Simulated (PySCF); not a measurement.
C₂H₄AlBr, SMILES C=[CH][AlH][Br].

Coordinates come from a TPSSh-D3(BJ)/def2-SVP optimisation. The structure was generated by enumeration; whether it is a known compound was not checked. The values are those of a single conformer.

Computed with r2SCAN/def2-TZVP (PySCF).

Gas-phase values at a fixed geometry.

```json
{
  "total_energy": "-2895.18618 hartree",
  "point_group": "Cs",
  "highest_occupied_level": "-7.15 eV",
  "lowest_empty_level": "-2.35 eV",
  "orbital_gap": "4.80 eV",
  "dipole_moment": "2.04 D",
  "quadrupole, principal values (traceless, Buckingham form, about the centre of nuclear charge)": "-2.78, 0.40, 2.39 D·Å",
  "mean_static_polarisability": "70.8 bohr³ (10.50 Å³)",
  "polarisability_principal_values": "49.4, 63.4, 99.7 bohr³"
}
```
